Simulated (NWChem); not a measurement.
System: selenium hexafluoride (SeF$_{6}$); SMILES F[Se](F)(F)(F)(F)F

Input file for NWChem:

```
start job
memory heap 200 mb stack 900 mb global 1100 mb
geometry units angstroms noautosym nocenter noautoz
  F     -0.967175    -0.985664     0.997888
  Se     0.000000     0.000000     0.000000
  F      0.233699     1.081941     1.295180
  F     -1.383003     0.872122    -0.478995
  F     -0.233699    -1.081941    -1.295180
  F      1.383003    -0.872122     0.478995
  F      0.967175     0.985664    -0.997888
end
basis spherical
  * library pcsseg-1
end
dft
  xc kt2
  iterations 150
end
property
  shielding 2 1 2
  efieldgrad
end
task dft property
```

Excerpt of the output:

```
             Northwest Computational Chemistry Package (NWChem) 7.3.0
             --------------------------------------------------------

                             Geometry "geometry" -> ""
                             -------------------------

 Output coordinates in angstroms (scale by  1.889725989 to convert to a.u.)

  No.       Tag          Charge          X              Y              Z
 ---- ---------------- ---------- -------------- -------------- --------------
    1 F                    9.0000    -0.96717500    -0.98566400     0.99788800
    2 Se                  34.0000     0.00000000     0.00000000     0.00000000
    3 F                    9.0000     0.23369900     1.08194100     1.29518000
    4 F                    9.0000    -1.38300300     0.87212200    -0.47899500
    5 F                    9.0000    -0.23369900    -1.08194100    -1.29518000
    6 F                    9.0000     1.38300300    -0.87212200     0.47899500
    7 F                    9.0000     0.96717500     0.98566400    -0.99788800

 Effective nuclear repulsion energy (a.u.)     821.4712050487

                              NWChem Property Module
                              ----------------------

  itol2e modified to match energy
  convergence criterion.

                                 NWChem DFT Module
                                 -----------------

 Summary of "ao basis" -> "ao basis" (spherical)
 ------------------------------------------------------------------------------
       Tag                 Description            Shells   Functions and Types
 ---------------- ------------------------------  ------  ---------------------
 F                          pcsseg-1                 7       17   3s3p1d
 Se                         pcsseg-1                15       41   5s7p3d

  itol2e modified to match energy
  convergence criterion.

            General Information
            -------------------
          SCF calculation type: DFT
          Wavefunction type:  closed shell.
          No. of atoms     :     7
          No. of electrons :    88
           Alpha electrons :    44
            Beta electrons :    44
          Charge           :     0
          Spin multiplicity:     1
          Use of symmetry is: off; symmetry adaption is: off
          Maximum number of iterations: 150
          AO basis - number of functions:   143
                     number of shells:    57
          Convergence on energy requested:  1.00D-07
          Convergence on density requested:  1.00D-05
          Convergence on gradient requested:  5.00D-04

              XC Information
              --------------
                          KT2 Method XC Functional
                        Slater Exchange Functional  1.072 local
                           KT1 gradient correction  1.000 non-local
            Perdew 1991 LDA Correlation Functional  0.577 local

             Grid Information
             ----------------
          Grid used for XC integration:  fine
          Radial quadrature: Mura-Knowles
          Angular quadrature: Lebedev.
          Tag              B.-S. Rad. Rad. Pts. Rad. Cut. Ang. Pts.
          ---              ---------- --------- --------- ---------
          F                   0.50       70           8.0       590
          Se                  1.15      140           6.0       974
          Grid pruning is: on
          Number of quadrature shells:   560
          Spatial weights used:  Erf1

      Superposition of Atomic Density Guess
      -------------------------------------

 Sum of atomic energies:       -2995.72159772

      Non-variational initial energy
      ------------------------------

 Total energy =   -2997.007369
 1-e energy   =   -5819.657301
 2-e energy   =    2001.178727
 HOMO         =      -0.589099
 LUMO         =      -0.051868

   convergence    iter        energy       DeltaE   RMS-Dens  Diis-err
 ---------------- ----- ----------------- --------- --------- ---------
 d= 0,ls=0.0,diis     1  -3016.7725816658 -3.84D+03  2.65D-02  6.48D+00
 d= 0,ls=0.0,diis     2  -3016.0535361447  7.19D-01  1.71D-02  1.48D+01
 d= 0,ls=0.0,diis     3  -3017.1436481903 -1.09D+00  1.87D-03  4.48D-01
 d= 0,ls=0.0,diis     4  -3017.1685898620 -2.49D-02  5.97D-04  5.06D-02
 d= 0,ls=0.0,diis     5  -3017.1719379792 -3.35D-03  7.36D-05  6.46D-04
  Resetting Diis
 d= 0,ls=0.0,diis     6  -3017.1719599659 -2.20D-05  3.44D-05  6.85D-05
 d= 0,ls=0.0,diis     7  -3017.1719658220 -5.86D-06  3.19D-06  7.68D-08
 d= 0,ls=0.0,diis     8  -3017.1719658024  1.95D-08  1.95D-06  3.42D-07

         Total DFT energy =    -3017.171965802428
      One electron energy =    -5814.692749238784
           Coulomb energy =     2143.535145973959
    Exchange-Corr. energy =     -167.485567586336
 Nuclear repulsion energy =      821.471205048733

 Numeric. integr. density =       88.000000711602

                       DFT Final Molecular Orbital Analysis
                       ------------------------------------

 Vector   42  Occ=2.000000D+00  E=-3.935798D-01
              MO Center=  7.4D-08,  8.8D-08, -8.7D-08, r^2= 3.3D+00
   Bfn.  Coefficient  Atom+Function         Bfn.  Coefficient  Atom+Function
  ----- ------------  ---------------      ----- ------------  ---------------
     7      0.217105  1 F  px               133     -0.217106  7 F  px
    10      0.186587  1 F  px               136     -0.186587  7 F  px
    84      0.156400  4 F  pz               118     -0.156400  6 F  pz
    83     -0.155309  4 F  py               117      0.155309  6 F  py
    82     -0.152106  4 F  px               116      0.152106  6 F  px

 Vector   43  Occ=2.000000D+00  E=-3.935790D-01
              MO Center=  1.2D-07,  1.9D-07, -1.8D-08, r^2= 3.3D+00
   Bfn.  Coefficient  Atom+Function         Bfn.  Coefficient  Atom+Function
  ----- ------------  ---------------      ----- ------------  ---------------
     9      0.204151  1 F  pz               135     -0.204151  7 F  pz
    12      0.175453  1 F  pz               138     -0.175454  7 F  pz
     8      0.169012  1 F  py               134     -0.169012  7 F  py
    67     -0.157528  3 F  pz               101      0.157528  5 F  pz
    66      0.156162  3 F  py               100     -0.156162  5 F  py

 Vector   44  Occ=2.000000D+00  E=-3.935787D-01
              MO Center= -1.4D-09,  9.3D-08,  9.0D-08, r^2= 3.3D+00
   Bfn.  Coefficient  Atom+Function         Bfn.  Coefficient  Atom+Function
  ----- ------------  ---------------      ----- ------------  ---------------
    65      0.218755  3 F  px                99     -0.218755  5 F  px
    84      0.203940  4 F  pz               118     -0.203940  6 F  pz
    68      0.188005  3 F  px               102     -0.188005  5 F  px
    87      0.175272  4 F  pz               121     -0.175272  6 F  pz
    83      0.169709  4 F  py               117     -0.169709  6 F  py

 Vector   45  Occ=0.000000D+00  E=-1.856581D-01
              MO Center=  1.5D-09,  2.0D-07, -1.6D-08, r^2= 2.6D+00
   Bfn.  Coefficient  Atom+Function         Bfn.  Coefficient  Atom+Function
  ----- ------------  ---------------      ----- ------------  ---------------
    21      0.896722  2 Se s                 20     -0.609346  2 Se s
    22      0.520405  2 Se s                 19      0.223241  2 Se s
    85     -0.175286  4 F  px               119      0.175285  6 F  px
    82     -0.165721  4 F  px               116      0.165720  6 F  px
    70      0.164156  3 F  pz               104     -0.164156  5 F  pz

 Vector   46  Occ=0.000000D+00  E= 1.030436D-02
              MO Center= -3.2D-07, -3.6D-07,  4.9D-07, r^2= 2.3D+00
   Bfn.  Coefficient  Atom+Function         Bfn.  Coefficient  Atom+Function
  ----- ------------  ---------------      ----- ------------  ---------------
    43      0.642672  2 Se pz                40      0.516725  2 Se pz
    42     -0.472698  2 Se py                41     -0.419504  2 Se px
     3     -0.412181  1 F  s                129      0.412181  7 F  s
    39     -0.380067  2 Se py                38     -0.337296  2 Se px
    10     -0.186501  1 F  px               136     -0.186500  7 F  px

 Vector   47  Occ=0.000000D+00  E= 1.030662D-02
              MO Center=  1.8D-07, -1.2D-07,  3.0D-08, r^2= 2.3D+00
   Bfn.  Coefficient  Atom+Function         Bfn.  Coefficient  Atom+Function
  ----- ------------  ---------------      ----- ------------  ---------------
    41      0.747341  2 Se px                38      0.600879  2 Se px
    42     -0.486973  2 Se py                78      0.414200  4 F  s
   112     -0.414200  6 F  s                 39     -0.391535  2 Se py
    85      0.247347  4 F  px               119      0.247347  6 F  px
    82      0.182101  4 F  px               116      0.182101  6 F  px

     Multipole analysis of the density
     ---------------------------------

     L   x y z        total         alpha         beta         nuclear
     -   - - -        -----         -----         ----         -------
     0   0 0 0      0.000000    -44.000000    -44.000000     88.000000

     1   1 0 0     -0.000000     -0.000000     -0.000000     -0.000000
     1   0 1 0     -0.000000     -0.000000     -0.000000      0.000000
     1   0 0 1      0.000000      0.000000      0.000000      0.000000

     2   2 0 0    -36.081001   -111.333342   -111.333342    186.585682
     2   1 1 0     -0.000022     -0.000357     -0.000357      0.000692
     2   1 0 1      0.000068     -0.000013     -0.000013      0.000094
     2   0 2 0    -36.080880   -111.332851   -111.332851    186.584823
     2   0 1 1      0.000193      0.000611      0.000611     -0.001029
     2   0 0 2    -36.080816   -111.332217   -111.332217    186.583619

          -----------------------
          Electric field gradient
          -----------------------

 1 a.u. = 0.324123 10**(16) esu/cm**3  ( or statvolts/cm**2 ) = 0.97174 10**(22) v/m**2

 ------------------------------------------------------------
   Atom      X         Y         Z
 ------------------------------------------------------------
    1 F   -1.82770  -1.86263   1.88573
 ------------------------------------------------------------

 Electric field gradient in molecular frame (a.u.)
         XX             YY             ZZ             XY             XZ             YZ
 ------------------------------------------------------------------------------------------
        0.049464      -0.006090      -0.043373      -1.466825       1.485009       1.513401

 Principal components (a.u.) and orientation
 of principal axis w.r.t. absolute frame                      Asymmetry parameter eta
 --------------------------------------------------------------------------------------
       -2.977559       1.488785       1.488774                       0.000004

        0.567678       0.235343       0.788895
        0.578530       0.567717      -0.585663
       -0.585701       0.788867       0.186127

 ------------------------------------------------------------
   Atom      X         Y         Z
 ------------------------------------------------------------
    2 Se   0.00000   0.00000   0.00000
 ------------------------------------------------------------

 Electric field gradient in molecular frame (a.u.)
         XX             YY             ZZ             XY             XZ             YZ
 ------------------------------------------------------------------------------------------
       -0.000029       0.000008       0.000021      -0.000009       0.000022       0.000057

 Principal components (a.u.) and orientation
 of principal axis w.r.t. absolute frame                      Asymmetry parameter eta
 --------------------------------------------------------------------------------------
        0.000073      -0.000059      -0.000014                       0.606855

        0.108367       0.604038       0.789553
        0.645078       0.561582      -0.518170
        0.756394      -0.565476       0.328794

 ------------------------------------------------------------
   Atom      X         Y         Z
 ------------------------------------------------------------
    3 F    0.44163   2.04457   2.44754
 ------------------------------------------------------------

 Electric field gradient in molecular frame (a.u.)
         XX             YY             ZZ             XY             XZ             YZ
 ------------------------------------------------------------------------------------------
        1.404748      -0.312405      -1.092344      -0.389066      -0.465742      -2.156178

 Principal components (a.u.) and orientation
 of principal axis w.r.t. absolute frame                      Asymmetry parameter eta
 --------------------------------------------------------------------------------------
       -2.977573       1.488789       1.488784                       0.000001

        0.137172       0.876971       0.460550
        0.635043      -0.434682       0.638570
        0.760200       0.204875      -0.616540

 ------------------------------------------------------------
   Atom      X         Y         Z
 ------------------------------------------------------------
    4 F   -2.61350   1.64807  -0.90517
 ------------------------------------------------------------

 Electric field gradient in molecular frame (a.u.)
         XX             YY             ZZ             XY             XZ             YZ
 ------------------------------------------------------------------------------------------
       -1.454236       0.318482       1.135753       1.855858      -1.019294       0.642774

[...]

          -----------------------------------------
          Chemical Shielding Tensors (GIAO, in ppm)
          -----------------------------------------

                                NWChem CPHF Module
                                ------------------

  scftype          =     RHF
  nclosed          =       44
  nopen            =        0
  variables        =     4356
  # of vectors     =        3
  tolerance        = 0.10D-03
  level shift      = 0.00D+00
  max iterations   =       50
  max subspace     =       30

 SCF residual:    9.0544904755132988E-005

Iterative solution of linear equations
  No. of variables     4356
  No. of equations        3
  Maximum subspace       30
        Iterations       50
       Convergence  1.0D-04

   iter   nsub   residual    time
   ----  ------  --------  ---------
     1      3    5.08D-05      43.7

      Atom:    1  F
        Diamagnetic
    473.2354     12.3602    -12.5135
     12.3602    473.7035    -12.7527
    -12.5135    -12.7527    474.0179

        Paramagnetic
   -425.1136    139.9481   -141.6830
    139.9481   -419.8150   -144.3938
   -141.6830   -144.3938   -416.2571

        Total Shielding Tensor
     48.1219    152.3083   -154.1965
    152.3083     53.8885   -157.1465
   -154.1965   -157.1465     57.7608

           isotropic =      53.2570
          anisotropy =     463.7659

          Principal Components and Axis System
                 1           2           3
              362.4343   -101.3338   -101.3294

      1         0.5677      0.0097      0.8232
      2         0.5785      0.7067     -0.4073
      3        -0.5857      0.7075      0.3956

      Atom:    2  Se
        Diamagnetic
   2997.9412      0.0000     -0.0000
      0.0000   2997.9411     -0.0000
     -0.0000     -0.0000   2997.9411

        Paramagnetic
  -1989.1573      0.0010      0.0017
      0.0010  -1989.1573      0.0008
      0.0017      0.0008  -1989.1591

        Total Shielding Tensor
   1008.7838      0.0010      0.0016
      0.0010   1008.7839      0.0008
      0.0016      0.0008   1008.7820

           isotropic =    1008.7832
          anisotropy =       0.0037

          Principal Components and Axis System
                 1           2           3
             1008.7857   1008.7830   1008.7810

      1         0.7012     -0.5230     -0.4846
      2         0.5711      0.8189     -0.0574
      3         0.4269     -0.2365      0.8728
```

Level: KT2/pcSseg-1, GIAO. The geometry was optimised at PBE0/def2-SVP. NWChem prints the field gradient with the sign opposite to the second derivative of the potential. The printed shielding anisotropy is the first printed principal value minus the mean of the other two.
